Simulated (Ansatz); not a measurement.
Start from `[Cl][SnH]([Cl])[Br]` and change one atom or group to get `[Cl][SnH]([Cl])[SeH]`.

Ansatz, PBE0-D4/def2-TZVP geometries, multiplicity 1. Each molecule was computed in one conformer, which needn't be the lowest.

Elements past krypton have def2 core potentials. Scalar relativity is left out up to krypton.

| property | `[Cl][SnH]([Cl])[Br]` |
| --- | --- |
| HOMO energy (PBE/def2-TZVPP) / eV | -7.65 |
| HOMO–LUMO gap (B3LYP/def2-TZVPP) / eV | 6.00 |
| HOMO energy (ωB97M-V/def2-TZVPP) / eV | -11.19 |
| LUMO energy (PBE/def2-TZVPP) / eV | -3.28 |
| LUMO energy (B3LYP/def2-TZVPP) / eV | -2.69 |
| HOMO–LUMO gap (PBE0/def2-TZVPP) / eV | 6.59 |

Question: What does the change do to each property? (Estimate.)

Answer: Computed: 
| property | `[Cl][SnH]([Cl])[SeH]` | shift |
| --- | --- | --- |
| HOMO energy (PBE/def2-TZVPP) / eV | -6.54 | 1.11 |
| HOMO–LUMO gap (B3LYP/def2-TZVPP) / eV | 5.10 | -0.90 |
| HOMO energy (ωB97M-V/def2-TZVPP) / eV | -9.89 | 1.30 |
| LUMO energy (PBE/def2-TZVPP) / eV | -2.95 | 0.33 |
| LUMO energy (B3LYP/def2-TZVPP) / eV | -2.37 | 0.32 |
| HOMO–LUMO gap (PBE0/def2-TZVPP) / eV | 5.65 | -0.94 |

With PBE0 the HOMO rises by 1.25 eV and the LUMO rises by 0.31 eV, so the gap narrows by about 0.94 eV. PBE moves the HOMO by 1.11 eV and ωB97M-V by 1.30 eV. The zero-point energy changes by 18.5 kJ/mol with +3 modes.

B3LYP here is the variant with VWN-RPA as its local correlation; programs differ in this.

Spin–orbit coupling is left out; it splits and shifts lone-pair levels of the heavy atoms by tenths of an eV.
